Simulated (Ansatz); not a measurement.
F$_{2}$H$_{3}$InOSi, SMILES `[F][In]([F])[O][SiH3]`, charge 0, multiplicity 1.

Task: Give a relaxed structure at PBE0-D4/def2-TZVP (Ansatz 0.2.0). (Estimate.)

Result: Ansatz gave: 
Z-matrix (Å, degrees):
```
Si
O 1 1.643
H 1 1.484 2 107.7
H 1 1.489 2 110.9 3 -119.8
H 1 1.488 2 110.8 3 119.8
In 2 1.942 1 136.2 3 175.5
F 6 1.921 2 121.4 1 -179.8
F 6 1.928 2 121.9 1 0.1
```
